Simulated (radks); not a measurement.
Zr III, 38 electrons, occupied as [Kr] 4d2.

Calculated with a radial shooting solver on a logarithmic mesh with Libxc functionals: Dirac Kohn-Sham, PBE, spin-unpolarised, spherical densities, finite nucleus; open shells fill j = l - 1/2 first; Fermi nuclear charge, rms radius 4.2694 fm.

Energy parts (eV):
part                       energy
total                  -97911.551
kinetic                101182.306
electron-nucleus      -235743.558
Hartree                 39745.308
exchange-correlation    -3095.607

Orbitals (lengths in bohr, moments of r in powers of bohr; r(90%) holds 90 % of the orbital's charge):
1s1/2: occ. 2; eigenvalue (eV) -17831.40; <1/r> 41.26; <r^2> 0.001853; r(90%) 0.0664; <r> 0.03707; small-component weight 2.12e-02
2s1/2: occ. 2; eigenvalue (eV) -2482.727; <1/r> 9.341; <r^2> 0.03111; r(90%) 0.251; <r> 0.1623; small-component weight 4.31e-03
2p1/2: occ. 2; eigenvalue (eV) -2273.910; <1/r> 9.315; <r^2> 0.02360; r(90%) 0.227; <r> 0.1387; small-component weight 4.31e-03
2p3/2: occ. 4; eigenvalue (eV) -2188.050; <1/r> 8.912; <r^2> 0.02498; r(90%) 0.233; <r> 0.1430; small-component weight 4.18e-03
3s1/2: occ. 2; eigenvalue (eV) -419.0192; <1/r> 3.161; <r^2> 0.2409; r(90%) 0.679; <r> 0.4582; small-component weight 1.12e-03
3p1/2: occ. 2; eigenvalue (eV) -341.2759; <1/r> 3.055; <r^2> 0.2414; r(90%) 0.690; <r> 0.4549; small-component weight 1.07e-03
3p3/2: occ. 4; eigenvalue (eV) -327.6068; <1/r> 2.959; <r^2> 0.2524; r(90%) 0.705; <r> 0.4654; small-component weight 1.03e-03
3d3/2: occ. 4; eigenvalue (eV) -190.5618; <1/r> 2.755; <r^2> 0.2455; r(90%) 0.725; <r> 0.4504; small-component weight 9.16e-04
3d5/2: occ. 6; eigenvalue (eV) -188.0648; <1/r> 2.730; <r^2> 0.2493; r(90%) 0.730; <r> 0.4540; small-component weight 9.06e-04
4s1/2: occ. 2; eigenvalue (eV) -68.8987; <1/r> 1.119; <r^2> 1.667; r(90%) 1.77; <r> 1.213; small-component weight 2.35e-04
4p1/2: occ. 2; eigenvalue (eV) -48.0623; <1/r> 0.9977; <r^2> 2.069; r(90%) 2.00; <r> 1.344; small-component weight 1.93e-04
4p3/2: occ. 4; eigenvalue (eV) -46.2837; <1/r> 0.9715; <r^2> 2.162; r(90%) 2.04; <r> 1.374; small-component weight 1.86e-04
4d3/2: occ. 2; eigenvalue (eV) -17.3536; <1/r> 0.6598; <r^2> 4.778; r(90%) 3.16; <r> 2.002; small-component weight 9.22e-05
4d5/2: occ. 0; eigenvalue (eV) -17.1986; <1/r> 0.6543; <r^2> 4.851; r(90%) 3.19; <r> 2.017; small-component weight 9.09e-05

The highest occupied level is 4d3/2 at -17.354 eV. The density falls to 0.001 e/bohr^3 at r = 3.64 bohr.
